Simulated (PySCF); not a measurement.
**Ionising RbBi**

ROHF-MP2; basis Rb def2-SVPD with ECP28, Bi def2-SVPD with ECP60; scalar-relativistic core potentials; PySCF 2.14. Neutral (ROHF): triplet (π ↑↑), Re = 3.575 Å, ωe = 96.9 cm⁻¹, De = 0.61 eV.

RbBi⁺ (UHF): quartet (σ ↑, π ↑↑), Re = 4.154 Å, ωe = 37.7 cm⁻¹. The energies at the minima are -237.53531 hartree for RbBi and -237.37002 for RbBi⁺.

Q: Work out the adiabatic ionisation energy, without and with harmonic zero-point energies (1 hartree = 27.2114 eV, 1 eV = 8065.5 cm⁻¹), and the change of the bond length.

A: At MP2: 0.16529 hartree = 4.498 eV between the minima; the zero-point term (37.7 − 96.9)/2 cm⁻¹ = -0.004 eV makes it 4.494 eV. Re changes by +57.9 pm against the neutral. The electron leaves a σ orbital, and the ion is left as a loose complex of an ion and an atom.

Correlated steps freeze 4 core orbitals. UHF and ROHF references stand side by side, which adds small steps between rows. Correlated levels converge slowly with the basis: in double zeta they bind strong bonds too weakly, by up to about 1 eV, and carry superposition errors of some tenths. These are scalar-relativistic numbers at best; spin–orbit coupling would shift them, the dissociation energy most. States were picked by a PBE0 search and need not be the measured ground states.

Neutral and ion stand on different kinds of reference determinant, which adds to the error of the difference.
